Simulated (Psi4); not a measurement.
hydrogen telluride (H2Te), singlet, at a GFN2-xTB geometry (core potentials on Te); Psi4 with B3LYP5/def2-SVP.

Input for Psi4:
```
memory 2 GB

molecule mol {
0 1
Te   -0.000259    0.043733    0.002038
H    -1.131393   -1.142694   -0.077054
H     1.144875   -1.131442   -0.028944
}

set {
  basis def2-svp
  reference rks
  scf_type pk
  puream true
  d_convergence 1e-8
  dft_radial_points 99
  dft_spherical_points 590
}

energy('b3lyp5')
print_variables()
```

Question: Predict the main parts of the log of this Psi4 run.

Answer: 
```
   => Loading Basis Set <=

    Name: DEF2-SVP
    Role: ORBITAL
    Keyword: BASIS

    !!!  WARNING: ECP capability is in beta. Please check occupations closely.  !!!

         ---------------------------------------------------------
                                   SCF
               by Justin Turney, Rob Parrish, Andy Simmonett
                          and Daniel G. A. Smith
                              RKS Reference
         ---------------------------------------------------------

  ==> Geometry <==

    Molecular point group: cs
    Full point group: Cs

    Geometry (in Angstrom), charge = 0, multiplicity = 1:

       Center              X                  Y                   Z               Mass
    ------------   -----------------  -----------------  -----------------  -----------------
         TE           0.018061186380     0.000106977153     0.000000000000   129.906222748000
         H           -1.170764565382     1.131487562409     0.000000000000     1.007825032230
         H           -1.157278920340    -1.145276660080     0.000000000000     1.007825032230

  Running in cs symmetry.

  Rotational constants: A =      6.45342  B =      6.07795  C =      3.13003 [cm^-1]
  Rotational constants: A = 193468.69446  B = 182212.34128  C =  93835.94174 [MHz]
  Nuclear repulsion =   15.709810734738978

  Charge       = 0
  Multiplicity = 1
  Electrons    = 26
  Nalpha       = 13
  Nbeta        = 13

  ==> Algorithm <==

  SCF Algorithm Type is PK.
  DIIS enabled.
  MOM disabled.
  Fractional occupation disabled.
  Guess Type is SAD.
  Energy threshold   = 1.00e-06
  Density threshold  = 1.00e-08
  Integral threshold = 1.00e-12

  ==> Primary Basis <==

  Basis Set: DEF2-SVP
    Blend: DEF2-SVP
    Number of shells: 16
    Number of basis functions: 36
    Number of Cartesian functions: 38
    Spherical Harmonics?: true
    Max angular momentum: 2

  Core potential: DEF2-SVP
    Number of shells: 4
    Number of ECP primitives: 18
    Number of ECP core electrons: 28
    Max angular momentum: 3

  ==> DFT Potential <==

   => LibXC <=

    Version 7.1.2
    S. Lehtola, C. Steigemann, M. J. T. Oliveira, and M. A. L. Marques,  SoftwareX 7, 1–5 (2018) (10.1016/j.softx.2017.11.002)

   => Composite Functional: B3LYP5 <=

    B3LYP5 Hyb-GGA Exchange-Correlation Functional

    P. J. Stephens, F. J. Devlin, C. F. Chabalowski, and M. J. Frisch,  J. Phys. Chem. 98, 11623 (1994) (10.1021/j100096a001)

    Deriv               =              1
    GGA                 =           TRUE
    Meta                =          FALSE

    Exchange Hybrid     =           TRUE
    MP2 Hybrid          =          FALSE

   => Exchange Functionals <=

    0.0800   Slater exchange
    0.7200         Becke 88

   => Exact (HF) Exchange <=

    0.2000               HF

   => Correlation Functionals <=

    0.1900   Vosko, Wilk & Nusair (VWN5)
    0.8100   Lee, Yang & Parr

   => LibXC Density Thresholds  <==

    XC_HYB_GGA_XC_B3LYP5:  1.00E-15

   => Molecular Quadrature <=

    Radial Scheme          =       TREUTLER
    Pruning Scheme         =           NONE
    Nuclear Scheme         =       TREUTLER

    Blocking Scheme        =         OCTREE
    BS radius alpha        =              1
    Pruning alpha          =              1
    Radial Points          =             99
    Spherical Points       =            590
    Total Points           =         164411
    Total Blocks           =           1295
    Max Points             =            256
    Max Functions          =             36
    Weights Tolerance      =       1.00E-15

  ==> Integral Setup <==

  Using in-core PK algorithm.
   Calculation information:
      Number of atoms:                   3
      Number of AO shells:              16
      Number of primitives:             33
      Number of atomic orbitals:        38
      Number of basis functions:        36

      Integral cutoff                 1.00e-12
      Number of threads:                 1

  Performing in-core PK
  Using 444222 doubles for integral storage.
  We computed 9316 shell quartets total.
  Whereas there are 9316 unique shell quartets.

  ==> DiskJK: Disk-Based J/K Matrices <==

    J tasked:                  Yes
    K tasked:                  Yes
    wK tasked:                  No
    Schwarz Cutoff:          1E-12

  Minimum eigenvalue in the overlap matrix is 2.5056063480E-02.
  Reciprocal condition number of the overlap matrix is 6.7145949834E-03.
    Using symmetric orthogonalization.

  ==> Pre-Iterations <==

  SCF Guess: Superposition of Atomic Densities via on-the-fly atomic UHF (no occupation information).

   -------------------------
    Irrep   Nso     Nmo
   -------------------------
     A'        26      26
     A"        10      10
   -------------------------
    Total      36      36
   -------------------------

  ==> Iterations <==

                        Total Energy        Delta E     RMS |[F,P]|

   @RKS iter SAD:  -266.87907535383283   -2.66879e+02   0.00000e+00
   @RKS iter   1:  -269.08689866172062   -2.20782e+00   1.41373e-02 DIIS/ADIIS
   @RKS iter   2:  -269.13001791372869   -4.31193e-02   1.24237e-02 DIIS/ADIIS
   @RKS iter   3:  -269.19263027758171   -6.26124e-02   8.78338e-04 DIIS/ADIIS
   @RKS iter   4:  -269.19305238223194   -4.22105e-04   3.76131e-04 DIIS/ADIIS
   @RKS iter   5:  -269.19314832920526   -9.59470e-05   1.73358e-05 DIIS
   @RKS iter   6:  -269.19314850448649   -1.75281e-07   4.96661e-07 DIIS
   @RKS iter   7:  -269.19314850460677   -1.20281e-10   4.95269e-08 DIIS
   @RKS iter   8:  -269.19314850460836   -1.59162e-12   1.59865e-08 DIIS
   @RKS iter   9:  -269.19314850460859   -2.27374e-13   5.12760e-09 DIIS
  Energy and wave function converged.

  ==> Post-Iterations <==

   Electrons on quadrature grid:
      Ntotal   =   26.0000001305 ; deviation = 1.305e-07

    Orbital Energies [Eh]
    ---------------------

    Doubly Occupied:

[...]
       4App   -0.224149

    Virtual:

[...]
    Final Occupation by Irrep:
             Ap   App
    DOCC [     9,    4 ]
    NA   [     9,    4 ]
    NB   [     9,    4 ]

  @RKS Final Energy:  -269.19314850460859

   => Energetics <=

    Nuclear Repulsion Energy =             15.7098107347389782
    One-Electron Energy =                -499.5865261730386919
    Two-Electron Energy =                 232.0808708679662971
    DFT Exchange-Correlation Energy =     -17.3973039342751861
    Empirical Dispersion Energy =           0.0000000000000000
    VV10 Nonlocal Energy =                  0.0000000000000000
    Total Energy =                       -269.1931485046085868

Computation Completed

Properties will be evaluated at   0.000000,   0.000000,   0.000000 [a0]

Properties computed using the SCF density matrix

 Multipole Moments:

 ------------------------------------------------------------------------------------
     Multipole            Electronic (a.u.)      Nuclear  (a.u.)        Total (a.u.)
 ------------------------------------------------------------------------------------

 L = 1.  Multiply by 2.5417464519 to convert [e a0] to [Debye]
 Dipole X            :          3.4759456           -3.5802279           -0.1042823
 Dipole Y            :          0.0205881           -0.0212058           -0.0006178
 Dipole Z            :          0.0000000            0.0000000            0.0000000
 Magnitude           :                                                    0.1042842

 ------------------------------------------------------------------------------------

  Variable Map:
  ----------------------------------------------------------------------------
[...]
  Array Variable Map:
  ----------------------------------------------------------------------------
[...]
[...]
```
